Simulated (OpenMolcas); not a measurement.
Mn: effect of the basis set

```
Program             : OpenMolcas 26.06
Method              : CASSCF
Active space        : 5 electrons in 5 orbitals (3d)
State averaging     : 2S+1 = 6 even, 1 root; 2S+1 = 4 even, 24 roots; 2S+1 = 2 even, 75 roots (45 in the spin-orbit step)
Spin-orbit coupling : state interaction with AMFI integrals over the reference wave functions, term energies averaged over their components
```

A. ANO-R1 [5s3p3d1f], X2C, finite nucleus; cost about 21 core-seconds
B. ANO-L-VTZP [6s5p3d2f1g], non-relativistic, point nucleus; cost about 26 core-seconds
C. ANO-RCC-VTZP [6s5p3d2f1g], DKH2, point nucleus; cost of the order of 20 core-seconds
D. ANO-R2 [7s4p4d2f1g], X2C, finite nucleus; cost about 22 core-seconds
E. ANO-RCC-VQZP [7s6p4d3f2g1h], DKH2, point nucleus; cost roughly 40 core-seconds
F. ANO-R3 [8s5p5d3f2g1h], X2C, finite nucleus; cost roughly 40 core-seconds

Energies in cm-1 above 3d5 4s2 6S 5/2.

```csv
Level,A,B,C,D,E,F
3d5 4s2 6S 5/2,0.0,0.0,0.0,0.0,0.0,0.0
3d5 4s2 4G 5/2,30977,31260,31139,31164,31135,31142
3d5 4s2 4G 7/2,30990,31274,31153,31177,31149,31156
3d5 4s2 4G 11/2,30993,31277,31156,31180,31152,31158
3d5 4s2 4G 9/2,30998,31282,31160,31185,31157,31164
3d5 4s2 4P 5/2,35597,35930,35785,35811,35776,35783
3d5 4s2 4P 3/2,35633,35966,35821,35847,35812,35819
3d5 4s2 4P 1/2,35684,36017,35870,35896,35861,35869
3d5 4s2 4D 7/2,38534,38881,38719,38743,38710,38719
3d5 4s2 4D 1/2,38577,38924,38760,38785,38752,38761
3d5 4s2 4D 3/2,38615,38962,38797,38822,38790,38798
3d5 4s2 4D 5/2,38626,38974,38808,38833,38800,38809
3d5 4s2 2I 11/2,44027,44438,44254,44282,44239,44249
3d5 4s2 2I 13/2,44059,44470,44285,44313,44271,44281
```

Among A to F the level of the table that moves most is 3d5 4s2 2I 13/2, by 410 cm-1 (lowest in A, highest in B).

Some high roots are left out of the spin-orbit mixing, which shifts the levels that they would mix with. Without dynamic correlation excited terms often stand tens of per cent too high (terms of higher spin than the ground term too low), and those without a measured partner can miss by more than the paired ones. With the s shell closed, the reference lacks s² → p², s² → d² and s → d mixing, so excited terms can stand far too high and out of order, with CASPT2 too. Levels of configurations outside the active space are missing. The table leaves out levels that lie high or whose names do not pair safely across all columns.
